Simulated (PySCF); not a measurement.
Partial charges of `C=C[Si@H](OC)[SiH2]OC`

Compound: C₄H₁₂O₂Si₂.
Cartesian coordinates in Å at the GFN2-xTB level; atoms count from 1:
```
atom  x, y, z in Å
C1    -0.802    2.428   -0.252
C2    -1.468    1.326   -0.560
Si3   -0.695   -0.407   -0.662
O4    -1.628   -1.516    0.091
C5    -2.964   -1.820   -0.163
Si6    1.211   -0.730    0.538
O7     2.214    0.256   -0.281
C8     3.563    0.477   -0.018
H9     0.256    2.399   -0.044
H10   -1.266    3.403   -0.199
H11   -2.532    1.419   -0.761
H12   -0.698   -0.694   -2.118
H13   -3.605   -0.965    0.059
H14   -3.251   -2.658    0.474
H15   -3.106   -2.098   -1.210
H16    1.200   -0.341    1.965
H17    1.793   -2.087    0.581
H18    4.128   -0.456   -0.083
H19    3.697    0.890    0.985
H20    3.949    1.183   -0.754
```

Density: PBE0/pcSseg-1 (PySCF); schemes: Mulliken, IAO, Hirshfeld and ESP-fitted. The structure is a single GFN2-xTB conformer in the gas phase; no vibrational or solvent corrections.

Question: For which atoms does the sign change between the 4 schemes (beyond +0.03 e in one, beyond −0.03 e in another)?

Answer: For none.

Question: Which atoms carry the highest charge in the Mulliken, IAO, Hirshfeld and ESP-fitted schemes?

Answer: The schemes don't all agree: Mulliken Si3 (+0.774); IAO Si3 (+0.858); Hirshfeld Si3 (+0.329); ESP-fitted Si6 (+0.376).

Question: Give the atomic charges in each scheme.

Answer: In e:

```json
{"atom": "C1", "environment": "terminal =CH2 carbon", "Mulliken": "-0.163", "IAO": "-0.278", "Hirshfeld": "-0.086", "ESP-fitted": "-0.401"}
{"atom": "C2", "environment": "alkene CH carbon", "Mulliken": "-0.520", "IAO": "-0.433", "Hirshfeld": "-0.143", "ESP-fitted": "-0.216"}
{"atom": "Si3", "environment": "oxygen-bound silicon", "Mulliken": "+0.774", "IAO": "+0.858", "Hirshfeld": "+0.329", "ESP-fitted": "+0.328"}
{"atom": "O4", "environment": "silyl ether oxygen", "Mulliken": "-0.651", "IAO": "-0.644", "Hirshfeld": "-0.232", "ESP-fitted": "-0.295"}
{"atom": "C5", "environment": "methoxy carbon", "Mulliken": "-0.007", "IAO": "-0.197", "Hirshfeld": "-0.034", "ESP-fitted": "-0.203"}
{"atom": "Si6", "environment": "oxygen-bound silicon", "Mulliken": "+0.537", "IAO": "+0.711", "Hirshfeld": "+0.306", "ESP-fitted": "+0.376"}
{"atom": "O7", "environment": "silyl ether oxygen", "Mulliken": "-0.655", "IAO": "-0.650", "Hirshfeld": "-0.229", "ESP-fitted": "-0.288"}
{"atom": "C8", "environment": "methoxy carbon", "Mulliken": "-0.004", "IAO": "-0.197", "Hirshfeld": "-0.034", "ESP-fitted": "-0.233"}
{"atom": "H9", "environment": "vinylic hydrogen", "Mulliken": "+0.128", "IAO": "+0.147", "Hirshfeld": "+0.041", "ESP-fitted": "+0.187"}
{"atom": "H10", "environment": "vinylic hydrogen", "Mulliken": "+0.116", "IAO": "+0.147", "Hirshfeld": "+0.047", "ESP-fitted": "+0.176"}
{"atom": "H11", "environment": "vinylic hydrogen", "Mulliken": "+0.126", "IAO": "+0.147", "Hirshfeld": "+0.040", "ESP-fitted": "+0.159"}
{"atom": "H12", "environment": "Si–H hydrogen", "Mulliken": "-0.101", "IAO": "-0.147", "Hirshfeld": "-0.089", "ESP-fitted": "-0.086"}
{"atom": "H13", "environment": "methyl hydrogen", "Mulliken": "+0.097", "IAO": "+0.128", "Hirshfeld": "+0.040", "ESP-fitted": "+0.106"}
{"atom": "H14", "environment": "methyl hydrogen", "Mulliken": "+0.118", "IAO": "+0.153", "Hirshfeld": "+0.049", "ESP-fitted": "+0.116"}
{"atom": "H15", "environment": "methyl hydrogen", "Mulliken": "+0.097", "IAO": "+0.128", "Hirshfeld": "+0.040", "ESP-fitted": "+0.113"}
{"atom": "H16", "environment": "Si–H hydrogen", "Mulliken": "-0.102", "IAO": "-0.142", "Hirshfeld": "-0.088", "ESP-fitted": "-0.095"}
{"atom": "H17", "environment": "Si–H hydrogen", "Mulliken": "-0.102", "IAO": "-0.140", "Hirshfeld": "-0.087", "ESP-fitted": "-0.101"}
{"atom": "H18", "environment": "methyl hydrogen", "Mulliken": "+0.098", "IAO": "+0.129", "Hirshfeld": "+0.041", "ESP-fitted": "+0.120"}
{"atom": "H19", "environment": "methyl hydrogen", "Mulliken": "+0.096", "IAO": "+0.128", "Hirshfeld": "+0.040", "ESP-fitted": "+0.116"}
{"atom": "H20", "environment": "methyl hydrogen", "Mulliken": "+0.118", "IAO": "+0.153", "Hirshfeld": "+0.049", "ESP-fitted": "+0.121"}
```

Mean size of the charges over all atoms: IAO 0.283 e, Mulliken 0.230 e, ESP-fitted 0.192 e, Hirshfeld 0.102 e. Each set sums to the total charge, 0, to within 0.001 e. The IAO scheme projects the occupied orbitals on a minimal set of polarised atomic orbitals and counts the electrons in each atom's part of it.

Question: How many electrons does the Mulliken scheme count on Si6?

Answer: Z − q = 14 − (+0.537) = 13.463.

Question: How closely do the schemes follow one another over all atoms?

Answer: Correlation coefficient and root-mean-square difference: IAO with Hirshfeld 0.99, 0.230 e; Mulliken with IAO 0.97, 0.085 e; Mulliken with Hirshfeld 0.97, 0.200 e; IAO with ESP-fitted 0.91, 0.190 e; Hirshfeld with ESP-fitted 0.87, 0.116 e; Mulliken with ESP-fitted 0.83, 0.192 e.

Question: Sum the charges by element.

Answer: 
```json
{"element": "C", "atoms": "4", "Mulliken": "-0.693", "IAO": "-1.104", "Hirshfeld": "-0.297", "ESP-fitted": "-1.053"}
{"element": "Si", "atoms": "2", "Mulliken": "+1.311", "IAO": "+1.568", "Hirshfeld": "+0.634", "ESP-fitted": "+0.704"}
{"element": "O", "atoms": "2", "Mulliken": "-1.306", "IAO": "-1.294", "Hirshfeld": "-0.461", "ESP-fitted": "-0.583"}
{"element": "H", "atoms": "12", "Mulliken": "+0.687", "IAO": "+0.831", "Hirshfeld": "+0.123", "ESP-fitted": "+0.932"}
```

The run behind these numbers computed NMR shieldings as well. Time: 67 s; peak memory 1.0 GiB. Hardware: one thread, Arm Neoverse N1 (aarch64), shared host with 64 logical CPUs at a one-minute load of 59.
